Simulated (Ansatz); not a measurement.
The cluster Mg₅⁻, relaxed as a doublet with UKS B3LYP/def2-SVPD in Ansatz, starting from the GFN1-xTB geometry. Force threshold 0.02 eV/Å.

The structure comes from a short search, and lower isomers may exist.

Start:

Cartesian coordinates in Å:
```
Mg 0.5460 -2.8389 -1.6049
Mg -1.2099 3.0723 -0.2233
Mg -0.4563 0.1518 -1.2312
Mg 0.9889 -1.8143 1.1756
Mg 0.1312 1.4291 1.8838
```

(1) Estimate the energy that the relaxation releases and the steps that it takes.

(2) Does the start keep its bonding and symmetry?

(3) Predict the relaxed structure.

## Answers

(1) 0.10 eV, in 6 steps; 33 s on 4 threads of Arm Neoverse V2 on a shared host. The force fell under the threshold at step 5, but the optimiser went on. No frequencies were taken in this run, so the end may be a saddle point.

(2) By distances, no bond broke or formed. The bond that changes most is Mg2–Mg5, from 2.99 to 3.29 Å (atoms count from 1). Point group C2 at the start, C2 at the end, both within 0.05 Å.

(3) 
```xyz
5

Mg    0.474   -2.858   -1.842
Mg   -1.306    3.145   -0.443
Mg   -0.328    0.110   -0.888
Mg    1.008   -1.809    1.229
Mg    0.151    1.412    1.944
```
Bond lengths (bridged metal pairs left out): 6 × Mg–Mg 3.15 to 3.29 Å.
